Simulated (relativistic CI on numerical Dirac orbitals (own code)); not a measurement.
**Cr+: sensitivity of the levels to the model**

Base calculation: Dirac-Coulomb-Breit CI, KLI orbitals optimised for each configuration, a model potential for QED, valence Slater integrals scaled by 0.85, P86 correlation energy added to each configuration.

CI space (outside the closed core [Ar]): 3d⁵, 3d⁴4s, 3d⁴4p, 3d³4s4p, 3d³4s², 3d⁴5s, 3d⁴4d, 3d⁴5p, 3d⁴4f, 3d⁴5d, 3d⁴5f, 3d⁴5g, 3d³4s5s, 3d³4p². Levels of other configurations are missing.

Variants: (1) Slater integrals left unscaled; (2) self-excluded LDA correlation estimate; (3) non-relativistic limit; (4) one mean potential for all configurations. Shifts of the energy above 3d⁵ ⁶S5/2, in cm⁻¹, for the lowest level and the first level of each name with at least 55 % of one term (blank where a level changes its place among those of its configuration and J or its character, or is not in the variant):

```tsv
Level	Base	Δ(1)	Δ(2)	Δ(3)	Δ(4)	Measured
3d⁵ ⁶S5/2	0.0	0.0	0.0	0.0	0.0	0.0
3d⁴4s ⁶D1/2	10144.2	+1468.2	+1097.4	+2403.1	+1447.8	11961.8
3d⁴4s ⁶D3/2	10211.2	+1468.6	+1097.4	+2336.2	+1453.7	12032.6
3d⁴4s ⁶D5/2	10320.4	+1469.5	+1097.4	+2226.9	+1463.4	12147.8
3d⁴4s ⁶D7/2	10468.9	+1471.3	+1097.4	+2078.5	+1476.4	12303.9
3d⁴4s ⁶D9/2	10652.9	+1474.4	+1097.5	+1894.5	+1492.4	12496.4
3d⁴4s ⁴D1/2	18547.7	+2816.2	+1077.4	+2072.2	+2425.9	19528.2
3d⁴4s ⁴D3/2	18649.7	+2817.9	+1076.2	+1970.2	+2431.2	19631.2
3d⁴4s ⁴D5/2	18814.6	+2821.4	+1074.6	+1805.2	+2440.1	19797.9
3d⁴4s ⁴D7/2	19036.4	+2827.0	+1073.1	+1583.4	+2453.4	20024.0
3d⁵ ⁴G11/2	21748.6	+3743.9	-3.1	+235.3	-122.7	20512.1
3d⁵ ⁴G5/2	21752.0	+3737.2	-1.9	+231.9	-120.3	20512.1
3d⁵ ⁴G9/2	21754.8	+3740.6	-2.6	+229.1	-122.7	20519.3
3d⁵ ⁴G7/2	21755.0	+3738.5	-2.2	+229.0	-121.7	20517.8
3d⁵ ⁴P1/2	24151.7	+4085.0	+78.5	+445.5	+117.1	21823.8
3d⁵ ⁴P3/2	24172.9	+4088.7	+71.4	+424.3	+111.1	21824.1
3d⁵ ⁴P5/2	24201.8	+4094.9	+61.7	+395.4	+101.5	21822.5
3d⁵ ⁴D7/2	27225.6	+4651.9	+62.8	+276.4	-24.9	
3d⁵ ⁴D1/2	27234.0	+4647.1	+58.8	+267.9	-44.2	
3d⁵ ⁴D3/2	27237.3	+4646.8	+60.2	+264.6	-41.2	
3d⁵ ⁴D5/2	27238.4	+4647.5	+61.4	+263.6	-35.8	
3d⁴4s ⁴H7/2	27738.3	+4496.7	+1101.9	+2316.5	+1231.6
```

For a near-neutral ion this model can misplace configurations by up to about 10,000 cm⁻¹ (more where the count of f electrons changes) and terms by 10 to 25 % of their spread. Rates follow the energies as ν³ (E1, M1) or ν⁵ (E2), so they and the lifetimes can be off by large factors. The fine structure of a lone outer electron comes out too small, for d and f at times inverted, and misplaced configurations move strength between like terms. 33 of the 33 excited levels that our extract of the measured tables holds in this range could be paired (the sources list more); they are missed by 2517 cm⁻¹ on average and 3868 at most, and levels without a partner can miss by more.

Measured levels: NIST Handbook of Basic Atomic Spectroscopic Data (Sansonetti and Martin, J. Phys. Chem. Ref. Data 34, 1559 (2005)).

Ionisation energy from the two ground configurations alone: base 15.85 eV; Slater integrals left unscaled 16.09 eV; self-excluded LDA correlation estimate 16.19 eV. The NIST ASD value (measured) is 16.4863 eV. The gap of more than 2 % comes from missing correlation.
